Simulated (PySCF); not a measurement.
Match the calculated data to a structure.

All candidates are C7H11N.

| technique | computed result |
| --- | --- |
| Rotational structure | rotational constants A, B, C: 3.041, 1.816, 1.607 GHz [GFN2-xTB] |
| 1H NMR | chemical shifts (computed TMS as zero) by class: 2.75 (1 H), 1.96 (2 H), 1.92 (2 H), 1.85 (1 H), 1.66 (2 H), 1.42 (2 H), 1.12 (1 H) ppm [GIAO PBE0/pcSseg-1] |
| 13C NMR | chemical shifts (computed TMS as zero) by class: 126.7 (1 C), 33.2 (2 C), 30.1 (1 C), 27.5 (1 C), 26.2 (2 C) ppm [GIAO PBE0/pcSseg-1] |
| Dipole | 3.97 D [PBE0/pcSseg-1] |
| NMR, other nuclei | isotropic shieldings of nuclei other than C and H, by class: -33 (1 N) ppm [GIAO PBE0/pcSseg-1] |

Electronic properties: PySCF, gas phase, density fitting. Levels stand in brackets. Isolated species at its GFN2-xTB geometry (one conformer only). NMR classes are plain means over equivalent atoms (diastereotopic ones count apart unless rotation or inversion swaps them), as if these changed places fast.

Question: Which candidate is it?
A. `N#CCCC1CCC1`
B. `CC#C[C@@H]1CN1CC`
C. `N#CC1CCCCC1`

Answer: C. It is `N#CC1CCCCC1`. Numbering: `[N:1]#[C:2][CH:3]1[CH2:4][CH2:5][CH2:6][CH2:7][CH2:8]1`. Its formula, C7H11N, gives 3 degrees of unsaturation: 1 ring and 2 π bonds in the structure found. 7 carbons fall into 5 classes; from least to most shielded: nitrile carbon [C2] (126.7 ppm), ring CH2 carbon [C4/C8] (33.2 ppm, 2 C), ring CH2 carbon [C6] (30.1 ppm), sp3 carbon next to a nitrile [C3] (27.5 ppm), ring CH2 carbon [C5/C7] (26.2 ppm, 2 C). Hydrogen classes from least to most shielded: 1 H on an sp3 carbon next to a nitrile, C3 (2.75 ppm), 2 H on 2 ring CH2 carbons, C4/C8 (1.96 ppm), 2 H on 2 ring CH2 carbons, C5/C7 (1.92 ppm), 1 H on a ring CH2 carbon, C6 (1.85 ppm), 2 H on 2 ring CH2 carbons, C5/C7 (1.66 ppm), 2 H on 2 ring CH2 carbons, C4/C8 (1.42 ppm), 1 H on a ring CH2 carbon, C6 (1.12 ppm). The other shieldings belong to: -33 ppm, nitrile nitrogen [N1]. The optimised geometry has point group Cs and is an asymmetric top.

The others, at the same levels:
- `N#CCCC1CCC1` fails: it has 6 carbon classes against 5; its computed 13C shifts are 124.1 (1 C), 39.0 (1 C), 32.6 (1 C), 27.3 (2 C), 16.5 (1 C), 14.8 (1 C) ppm, 1H shifts are 2.79 (1 H), 2.27 (2 H), 2.17 (2 H), 2.09 (1 H), 1.88 (1 H), 1.57 (2 H), 1.55 (2 H) ppm and rotational constant A is 4.605 GHz (against 3.041 GHz).
- `CC#C[C@@H]1CN1CC` fails: it has 7 carbon classes against 5; its computed 13C shifts are 84.6 (1 C), 83.9 (1 C), 51.7 (1 C), 37.8 (1 C), 25.8 (1 C), 17.0 (1 C), 4.7 (1 C) ppm, 1H shifts are 3.09 (1 H), 2.30 (1 H), 2.05 (1 H), 2.00 (3 H), 1.83 (1 H), 1.27 (3 H), 1.19 (1 H) ppm and smallest rotational constant is 1.033 GHz (against 1.607 GHz).

Each candidate is one conformer, not necessarily the lowest. Dipoles, sizes and rotational constants follow the conformer. The torsions of the flexible species, by atom-mapped SMILES:
- `[N:1]#[C:2][CH2:3][CH2:4][CH:5]1[CH2:6][CH2:7][CH2:8]1`: C2–C3–C4–C5 65°, C3–C4–C5–C6 176°
- `[CH3:1][C:2]#[C:3][C@@H:4]1[CH2:5][N:6]1[CH2:7][CH3:8]`: C5–N6–C7–C8 -156°

The conformers of `N#CC1CCCCC1` aren't listed.
